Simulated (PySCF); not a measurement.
# Vertical excitation energies

Species: Sn(NCS)Me3, C4H9NSSn.
SMILES: `[CH3][Sn]([CH3])([CH3])[N]=C=S`

Theory: TDDFT B3LYP/def2-SVPD, vertical, gas phase, core orbitals frozen in the response, def2 core potentials past Kr (PySCF). Isolated species at its PBE0-D3(BJ)/def2-SVP geometry, gas phase. Spin–orbit coupling is left out.

| state | E (eV) | ν̃ (cm⁻¹) | f | main configurations (H = HOMO, L = LUMO) |
| --- | --- | --- | --- | --- |
| S1 | 5.09 | 41070 | 0.0000 | H-1/H→L+1/L+2 (≥89%) |
| S2 | 5.24 | 42260 | 0.0006 | H-1/H→L+1/L+2 (≥82%) |
| S3 | 5.24 | 42270 | 0.0007 | H-1/H→L+1/L+2 (≥82%) |
| S4 | 5.31 | 42790 | 0.0028 | H-1/H→L (98%) |
| S5 | 5.31 | 42790 | 0.0029 | H-1/H→L (97%) |
| S6 | 5.98 | 48220 | 0.0080 | H-1/H→L+3 (≥96%) |
| S7 | 5.98 | 48230 | 0.0069 | H-1/H→L+3 (≥96%) |
| S8 | 6.20 | 50020 | 0.427 | H-1/H→L+1/L+2 (≥73%), H-1/H→L+5 (≥11%) |
| S9 | 6.41 | 51680 | 0.018 | H-1/H→L+4 (≥94%) |
| S10 | 6.41 | 51700 | 0.022 | H-1/H→L+4 (≥94%) |

Triplets (Tamm–Dancoff): T1 4.55 eV, H-1/H→L+1/L+2 (≥81%); T2 4.77 eV, H-1/H→L+1/L+2 (≥79%); T3 4.78 eV, H-1/H→L+1/L+2 (≥79%).

The lowest singlet lies at 5.09 eV (243 nm, ultraviolet) and is dark (f under 0.0005); its leading configuration is HOMO-1/HOMO→LUMO+1/LUMO+2 (≥89%). The strongest level in the table is S8 at 6.20 eV (200 nm, f = 0.427). S2/S3, S4/S5, S6/S7 and S9/S10 lie within about 0.01 eV of each other in each set. Löwdin shares by element: HOMO (one of a set within 0.03 eV) sulfur 57%, nitrogen 20%, carbon 19% or more; LUMO tin 33%, carbon 30% or more (atoms not listed hold the other 37%). Of the 10 states listed, 3 reach f = 0.01 and 1 stays under 0.0005. The listed states span 1.32 eV, and the widest gap between neighbours is 0.67 eV (S5 to S6). Orbital energies (eV): HOMO-3 -8.43, HOMO-2 -8.43, HOMO-1 -6.47, HOMO -6.47, LUMO -0.60, LUMO+1 -0.05, LUMO+2 -0.04. The vertical ionisation energy (ΔSCF) is 8.62 eV, 2.21 eV above S10. Orbitals of the list HOMO-3 to LUMO+2 that lie within 0.01 eV of each other are written together with a slash and their weights summed (≥ marks a lower bound); for degenerate orbitals outside that list single weights are arbitrary. The window holds the lowest 10 singlets.
